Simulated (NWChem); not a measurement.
System: CdH2O; SMILES [OH][CdH]

The following NWChem deck was run.

```
start job
memory heap 200 mb stack 900 mb global 1100 mb
geometry units angstroms
  Cd    -0.387491     0.124271     0.000000
  H     -0.704153     1.736490     0.000000
  O     -0.123332    -1.824649     0.000000
  H      0.799910    -2.098147     0.000000
end
basis spherical
  * library def2-svp
end
ecp
  Cd library def2-ecp
end
dft
  xc becke88 lyp
  iterations 150
end
driver
  maxiter 120
end
task dft optimize
dft
  grid fine
  convergence energy 1d-8 density 1d-7
end
task dft freq numerical
```

def2 effective core potentials on Cd; no spin-orbit coupling.

The level has its own optimisation; frequencies are unscaled.

Predict the main results of this run. (BLYP/def2-SVP with def2 effective core potentials on Cd.) Quantities: r Cd–H (Å); r Cd–O (Å); r H–O (Å); highest harmonic frequency (cm⁻¹); lowest (cm⁻¹); zero-point energy (kcal/mol).


```json
{
  "r Cd–H (Å)": "1.657",
  "r Cd–O (Å)": "1.997",
  "r H–O (Å)": "0.979",
  "highest harmonic frequency (cm⁻¹)": "3659",
  "lowest (cm⁻¹)": "453",
  "zero-point energy (kcal/mol)": "11.0"
}
```
